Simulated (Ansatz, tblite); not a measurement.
Species of one formula, C$_{4}$H$_{12}$Sn (singlet), each relaxed with B3LYP-D4/def2-SVP in Ansatz.

In the def2 sets Sn takes a core potential, while STO-3G treats all electrons; there is no spin–orbit coupling. The xTB rows come from tblite. LC-ωPBE has ω = 0.4 bohr⁻¹. Correlated methods freeze 8 core orbitals; core or outer-core shells of Sn are correlated, in sets that lack core-valence functions.

Other spin states weren't relaxed.

A: SnH3(nBu) (C4H12Sn)

B: SnMe4 (C4H12Sn)

C: Sn(tBu)H3 (C4H12Sn)

D: SnHMe2Et (C4H12Sn)

Task: Estimate their order by electronic energy at PBE0-D4/def2-TZVP, counted from the lowest.

Result: B (0.00) < D (0.36) < A (0.81) < C (0.82), in eV. Gaps under about 2 kJ/mol are ties within the noise of geometry and basis.

Task: Do the other levels pick the same lowest one?

Result: Not GFN1-xTB, GFN2-xTB. Energies above each level's lowest (eV):

| level | A | B | C | D |
| --- | --- | --- | --- | --- |
| GFN1-xTB | 0.12 | 0.79 | 0.00 | 0.63 |
| GFN2-xTB | 0.12 | 1.24 | 0.00 | 0.88 |
| HF/STO-3G | 1.27 | 0.00 | 1.47 | 0.53 |
| HF/def2-SVP | 0.50 | 0.00 | 0.62 | 0.25 |
| HF/def2-TZVP | 0.71 | 0.00 | 0.86 | 0.33 |
| PBE-D4/def2-SVP | 0.55 | 0.00 | 0.54 | 0.26 |
| PBE-D4/def2-TZVP | 0.86 | 0.00 | 0.84 | 0.37 |
| BLYP-D4/def2-TZVP | 0.91 | 0.00 | 0.87 | 0.38 |
| r2SCAN-D4/def2-TZVP | 0.89 | 0.00 | 0.87 | 0.39 |
| PBE0-D4/def2-SVP | 0.54 | 0.00 | 0.55 | 0.27 |
| PBE0-D4/def2-TZVP | 0.81 | 0.00 | 0.82 | 0.36 |
| BHLYP-D4/def2-TZVP | 0.82 | 0.00 | 0.83 | 0.36 |
| LC-ωPBE/def2-TZVP | 0.80 | 0.00 | 0.86 | 0.36 |
| MP2/def2-SVP | 0.58 | 0.00 | 0.52 | 0.28 |
| MP2/def2-TZVP | 1.09 | 0.00 | 0.99 | 0.45 |
| CCSD/def2-SVP | 0.47 | 0.00 | 0.47 | 0.24 |
| CCSD(T)/def2-SVP | 0.47 | 0.00 | 0.44 | 0.24 |
Point groups (tolerance 0.1 Å): A not assigned, B Td, C C3, D not assigned. From def2-SVP to def2-TZVP the PBE0 values move by up to 0.27 eV, so results in the small set are rough.
